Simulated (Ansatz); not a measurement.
# Match the barriers

Saddle point of AlH₂ClF₂, closed shell (AlClF₂ ([F][Al]([F])[Cl]) + H₂ → AlHF₂ ([F][AlH][F]) + HCl (still joined by a long Al–Cl bond); bonds formed: Al1–H6, Cl2–H5; bonds broken: H5–H6; bonds weakened to dative contacts: Al1–Cl2), PBE0-D4/def2-TZVP structure:

Al1  (-0.120, -0.551, -0.197)
Cl2  (0.563, 1.720, -0.417)
F3  (1.175, -1.503, -0.516)
F4  (-1.528, -0.734, -1.014)
H5  (0.165, 1.095, 0.792)
H6  (-0.255, -0.028, 1.352)
(Å)

Ansatz 0.2.0; basis: def2-TZVPP, with def2-QZVPP for the basis limit; cores frozen in the correlated methods. B3LYP uses VWN-RPA correlation. Extrapolation: Hartree–Fock as exp(−7.88 √X), correlation as X^−2.97. Four methods, as single points on the PBE0-D4 structures, gave these electronic barriers from the start structure: 1.282, 1.482, 1.623, 1.901 eV.

Task: The methods were, in alphabetical order, B3LYP-D4, BHLYP-D4, HF, PBE-D4. Which gave which? (A judgement: the text doesn't fix the answer.)

Result: The calculation gives: PBE-D4 1.282; B3LYP-D4 1.482; BHLYP-D4 1.623; HF 1.901 eV. For comparison, CCSD(T) at an estimated basis limit (MP2 extrapolated from triple and quadruple zeta, plus CCSD(T) − MP2 in triple zeta) gives 1.601 eV.

The T1 diagnostic stays at or below 0.013. The start structure is not quite a true minimum (one mode of 39i cm⁻¹).

Labels in which every atom is bracketed show which atoms are joined, not bond orders.

For scale, one of the runs: CCSD(T)/def2-TZVPP, 174 basis functions, launched by `ansatz run in.yaml --threads 2 --pin off --events-out ev --progress --plain --max-ram 4352MiB`. Time: 44 s of wall clock on 2 CPU threads of an Intel Xeon Platinum 8488C; the host was shared. Peak host memory: 1.5 GiB.
